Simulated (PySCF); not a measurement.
C₃H₇FSi, SMILES C=CC[SiH2]F. Heavy atoms are numbered as in [SiH2:1]([F:2])[CH2:3][CH:4]=[CH2:5]. Hydrogens are named by the atom that carries them.

Geometry: B3LYP-D3(BJ)/def2-SVP. The values are those of a single conformer.

Level of theory: PBE/def2-TZVP (PySCF).

ESP charges are fitted to the potential on shells at 1.4 to 2.0 van der Waals radii. Atomic charges (e), one atom of each kind:

```
atom        meta-Löwdin  Löwdin  Mulliken  ESP fit
----------  -----------  ------  --------  -------
Si1 (SiH2)         0.90    0.20      0.45     0.51
F2                -0.49   -0.01     -0.30    -0.27
C3 (CH2)          -0.46   -0.37     -0.27    -0.40
C4 (CH)           -0.10   -0.23     -0.12     0.00
C5 (CH2)          -0.28   -0.22     -0.27    -0.55
H on Si1          -0.10   -0.04     -0.04    -0.08
H on C3            0.14    0.15      0.13     0.15
H on C4            0.12    0.14      0.11     0.13
H on C5            0.12    0.12      0.11     0.22
```

Computed Mayer and Wiberg (Löwdin basis) orders of the bonds:
```tsv
bond	Mayer	Wiberg
Si1–F2	1.10	1.71
Si1–C3	0.97	1.12
C3–C4	0.99	1.28
C4–C5	1.94	2.16
```
